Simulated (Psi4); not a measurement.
C₂H₃O, charge -1, singlet, geometry from GFN2-xTB (a gas-phase anion, which may not be bound at this level); CCSD/6-31G* (Psi4).

Psi4 was given this input:
```
memory 2 GB

molecule mol {
-1 1
  O     1.202222    0.357989    0.020415
  C    -0.023925    0.670557   -0.012722
  C    -0.969557   -0.665232   -0.009621
  H    -0.422319   -1.620473    0.019993
  H    -1.637080   -0.621627    0.859365
  H    -1.597490   -0.653758   -0.908618
}

set basis 6-31g*
set reference rhf
set puream true

energy('ccsd')
print_variables()
```

Output, abridged:

```
   => Loading Basis Set <=

    Name: 6-31G*
    Role: ORBITAL
    Keyword: BASIS

         ---------------------------------------------------------
                                   SCF
               by Justin Turney, Rob Parrish, Andy Simmonett
                          and Daniel G. A. Smith
                              RHF Reference
         ---------------------------------------------------------

  ==> Geometry <==

    Molecular point group: c1
    Full point group: C1

    Geometry (in Angstrom), charge = -1, multiplicity = 1:

       Center              X                  Y                   Z               Mass
    ------------   -----------------  -----------------  -----------------  -----------------
         O            1.118021963844     0.291241143409     0.019742468515    15.994914619570
         C           -0.108125036156     0.603809143409    -0.013394531485    12.000000000000
         C           -1.053757036156    -0.731979856591    -0.010293531485    12.000000000000
         H           -0.506519036156    -1.687220856591     0.019320468515     1.007825032230
         H           -1.721280036156    -0.688374856591     0.858692468515     1.007825032230
         H           -1.681690036156    -0.720505856591    -0.909290531485     1.007825032230

  Running in c1 symmetry.

  Rotational constants: A =      1.92973  B =      0.33708  C =      0.30323 [cm^-1]
  Rotational constants: A =  57851.81501  B =  10105.30667  C =   9090.50598 [MHz]
  Nuclear repulsion =   60.417336803097427

  Charge       = -1
  Multiplicity = 1
  Electrons    = 24
  Nalpha       = 12
  Nbeta        = 12

  ==> Algorithm <==

  SCF Algorithm Type is PK.
  DIIS enabled.
  MOM disabled.
  Fractional occupation disabled.
  Guess Type is SAD.
  Energy threshold   = 1.00e-08
  Density threshold  = 1.00e-08
  Integral threshold = 1.00e-12

  ==> Primary Basis <==

  Basis Set: 6-31G*
    Blend: 6-31G*
    Number of shells: 24
    Number of basis functions: 48
    Number of Cartesian functions: 51
    Spherical Harmonics?: true
    Max angular momentum: 2

  ==> Integral Setup <==

  Using in-core PK algorithm.
   Calculation information:
      Number of atoms:                   6
      Number of AO shells:              24
      Number of primitives:             57
      Number of atomic orbitals:        51
      Number of basis functions:        48

      Integral cutoff                 1.00e-12
      Number of threads:                 1

  Performing in-core PK
  Using 1384152 doubles for integral storage.
  We computed 44704 shell quartets total.
  Whereas there are 45150 unique shell quartets.

  ==> DiskJK: Disk-Based J/K Matrices <==

    J tasked:                  Yes
    K tasked:                  Yes
    wK tasked:                  No
    Schwarz Cutoff:          1E-12

  Minimum eigenvalue in the overlap matrix is 1.0291483157E-02.
  Reciprocal condition number of the overlap matrix is 2.3178127492E-03.
    Using symmetric orthogonalization.

  ==> Pre-Iterations <==

  SCF Guess: Superposition of Atomic Densities via on-the-fly atomic UHF (no occupation information).

   -------------------------
    Irrep   Nso     Nmo
   -------------------------
     A         48      48
   -------------------------
    Total      48      48
   -------------------------

  ==> Iterations <==

                        Total Energy        Delta E     RMS |[F,P]|

   @RHF iter SAD:  -151.04739643690939   -1.51047e+02   0.00000e+00
   @RHF iter   1:  -152.11180185266036   -1.06441e+00   9.99274e-03 DIIS/ADIIS
   @RHF iter   2:  -152.19889777845032   -8.70959e-02   6.23373e-03 DIIS/ADIIS
   @RHF iter   3:  -152.23119077190626   -3.22930e-02   1.15603e-03 DIIS/ADIIS
   @RHF iter   4:  -152.23292106242866   -1.73029e-03   3.74618e-04 DIIS/ADIIS
   @RHF iter   5:  -152.23318006063721   -2.58998e-04   7.14385e-05 DIIS
   @RHF iter   6:  -152.23319373177995   -1.36711e-05   2.56501e-05 DIIS
   @RHF iter   7:  -152.23319565600039   -1.92422e-06   1.22852e-05 DIIS
   @RHF iter   8:  -152.23319613533303   -4.79333e-07   3.98403e-06 DIIS
   @RHF iter   9:  -152.23319619331028   -5.79772e-08   5.87280e-07 DIIS
   @RHF iter  10:  -152.23319619453193   -1.22165e-09   1.27388e-07 DIIS
   @RHF iter  11:  -152.23319619459767   -6.57394e-11   2.96772e-08 DIIS
   @RHF iter  12:  -152.23319619460133   -3.66640e-12   6.54425e-09 DIIS
  Energy and wave function converged.

  ==> Post-Iterations <==

    Orbital Energies [Eh]
    ---------------------

    Doubly Occupied:

[...]
    Virtual:

[...]
    Final Occupation by Irrep:
              A
    DOCC [    12 ]
    NA   [    12 ]
    NB   [    12 ]

  @RHF Final Energy:  -152.23319619460133

   => Energetics <=

    Nuclear Repulsion Energy =             60.4173368030974274
    One-Electron Energy =                -333.4491719567478754
    Two-Electron Energy =                 120.7986389590491001
    Total Energy =                       -152.2331961946013337

Computation Completed

Properties will be evaluated at   0.000000,   0.000000,   0.000000 [a0]

Properties computed using the SCF density matrix

 Multipole Moments:

 ------------------------------------------------------------------------------------
     Multipole            Electronic (a.u.)      Nuclear  (a.u.)        Total (a.u.)
 ------------------------------------------------------------------------------------

 L = 1.  Multiply by 2.5417464519 to convert [e a0] to [Debye]
 Dipole X            :          3.0624380           -3.6596546           -0.5972167
 Dipole Y            :          2.1464193           -2.9011013           -0.7546820
 Dipole Z            :          0.0295694           -0.0292269            0.0003425
 Magnitude           :                                                    0.9623995

 ------------------------------------------------------------------------------------

 MINTS: Wrapper to libmints.
   by Justin Turney

   Calculation information:
[...]
	Starting second half-transformation.
	Two-electron integral transformation complete.
	(VV|OV)...
	Starting second half-transformation.
	Two-electron integral transformation complete.
	(VV|VV)...
	Starting second half-transformation.
	Two-electron integral transformation complete.
	Frozen core energy     =      0.00000000000000

	Size of irrep 0 of <ab|cd> integrals:      1.680 (MW) /     13.437 (MB)
	Total:                                     1.680 (MW) /     13.437 (MB)

	Size of irrep 0 of <ia|bc> integrals:      0.560 (MW) /      4.479 (MB)
	Total:                                     0.560 (MW) /      4.479 (MB)

	Size of irrep 0 of tijab amplitudes:       0.187 (MW) /      1.493 (MB)
	Total:                                     0.187 (MW) /      1.493 (MB)

	Nuclear Rep. energy          =     60.41733680309743
	SCF energy                   =   -152.23319619460133
	One-electron energy          =   -333.44917212490395
	Two-electron energy          =    120.79863912720489
	Reference energy             =   -152.23319619460165

            **************************
            *                        *
            *        CCENERGY        *
            *                        *
            **************************

    Nuclear Rep. energy (wfn)     =   60.417336803097427
    SCF energy          (wfn)     = -152.233196194601334
    Reference energy    (file100) = -152.233196194601646

    Input parameters:
    -----------------
    Wave function   =     CCSD
    Reference wfn   =     RHF
    Brueckner       =     No
    Maxiter         =     50
    R_Convergence   =     1.0e-07
    E_Convergence   =     1.0e-06
    Restart         =     Yes
    DIIS            =     Yes
    AO Basis        =     NONE
    ABCD            =     NEW
    Cache Level     =     2
    Cache Type      =     LOW
    Print Level     =     1
    Num. of threads =     1
    # Amps to Print =     10
    Print MP2 Amps? =     No
    Analyze T2 Amps =     No
    Print Pair Ener =     No
    Local CC        =     No
    SCS-MP2         =     False
    SCSN-MP2        =     False
    SCS-CCSD        =     False

MP2 correlation energy -0.4348972575280722
                Solving CC Amplitude Equations
                ------------------------------
  Iter             Energy              RMS        T1Diag      D1Diag    New D1Diag    D2Diag
  ----     ---------------------    ---------   ----------  ----------  ----------   --------
     0        -0.434897257528072    0.000e+00    0.000000    0.000000    0.000000    0.146511
     1        -0.441828731796717    7.797e-02    0.011886    0.043402    0.043402    0.146912
     2        -0.455299051522783    2.964e-02    0.011427    0.041988    0.041988    0.162351
     3        -0.459754280859829    1.489e-02    0.014106    0.052451    0.052451    0.170674
     4        -0.459595415649798    4.031e-03    0.014733    0.055297    0.055297    0.173053
     5        -0.459636624913132    1.914e-03    0.015044    0.056459    0.056459    0.174153
     6        -0.459657625109745    6.595e-04    0.015153    0.056928    0.056928    0.174375
     7        -0.459639597329380    2.642e-04    0.015172    0.056983    0.056983    0.174360
     8        -0.459636623634125    9.151e-05    0.015174    0.056969    0.056969    0.174357
     9        -0.459639626161526    4.073e-05    0.015174    0.056960    0.056960    0.174359
    10        -0.459637677486070    1.723e-05    0.015173    0.056949    0.056949    0.174358
    11        -0.459638132359012    6.019e-06    0.015172    0.056943    0.056943    0.174359
    12        -0.459637988630712    2.335e-06    0.015172    0.056943    0.056943    0.174359
    13        -0.459638028795753    7.791e-07    0.015172    0.056942    0.056942    0.174359
    14        -0.459638042722649    3.601e-07    0.015172    0.056942    0.056942    0.174359
    15        -0.459638045139835    1.409e-07    0.015172    0.056942    0.056942    0.174358
    16        -0.459638042479650    7.383e-08    0.015172    0.056942    0.056942    0.174358

    Iterations converged.

    Largest TIA Amplitudes:
             10   0        -0.0473790458
             11   1         0.0227960711
             10  10         0.0186008248
              7   0        -0.0168003414
             11   4        -0.0165101273
             10   3        -0.0126588482
             10  17         0.0113438507
              9   4        -0.0112846326
             11   7         0.0106913545
              8   4         0.0101500684

    Largest TIjAb Amplitudes:
     10  10   0   0        -0.0927862654
     11  11   0   0        -0.0472782488
      6   6   2   2        -0.0367461009
      7   7   3   3        -0.0356756479
     11  11   4   4        -0.0343081073
     10  10   0  17        -0.0308553054
     10  10  17   0        -0.0308553054
     10  10  17  17        -0.0288501752
      5   5   0   0        -0.0271356407
      7   7  14  14        -0.0262423188

    SCF energy       (wfn)                    = -152.233196194601334
    Reference energy (file100)                = -152.233196194601646

    Opposite-spin MP2 correlation energy      =   -0.324273304345168
    Same-spin MP2 correlation energy          =   -0.110623953182904
    Singles MP2 correlation energy            =   -0.000000000000000
    MP2 correlation energy                    =   -0.434897257528072
      * MP2 total energy                      = -152.668093452129710

    Opposite-spin CCSD correlation energy     =   -0.361247099212786
    Same-spin CCSD correlation energy         =   -0.098390943266864
    Singles CCSD correlation energy           =    0.000000000000000
    CCSD correlation energy                   =   -0.459638042479650
      * CCSD total energy                     = -152.692834237081286

  Variable Map:
  ----------------------------------------------------------------------------
[...]
  Array Variable Map:
  ----------------------------------------------------------------------------
[...]
[...]
```
